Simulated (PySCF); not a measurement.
C₂H₃N, SMILES [N+](C)#[C-].

The structure is a stationary point at PBE0-D3(BJ)/def2-TZVP.

Two levels are set side by side: TDDFT-PBE/def2-SVPD (PySCF) and TDDFT-B3LYP/def2-SVPD (PySCF). Vertical, same geometry. The lowest singlet is HOMO→LUMO+2 100 % with PBE and HOMO→LUMO 99 % with the other functional; states are paired by order. Differences are taken from unrounded values.

| quantity | TDDFT-PBE |
|---|---|
| lowest singlet excitation (eV) | 6.79 |
| lowest triplet excitation (TDA) (eV) | 5.65 |

These are the TDDFT-PBE values. What does TDDFT-B3LYP give? (Estimate from the structure and the level; the computed values follow.)


```json
[
 {"quantity": "lowest singlet excitation (eV)", "TDDFT-B3LYP": "7.73", "TDDFT-PBE minus TDDFT-B3LYP": "-0.95"},
 {"quantity": "lowest triplet excitation (TDA) (eV)", "TDDFT-B3LYP": "5.84", "TDDFT-PBE minus TDDFT-B3LYP": "-0.19"}
]
```

A lower first singlet is the usual sign of a functional without exact exchange. Differences between two approximate levels are no errors against the true value.

Rough cost on one machine, each run with all the roots and properties that it gave: TDDFT-B3LYP against TDDFT-PBE about 4 times.
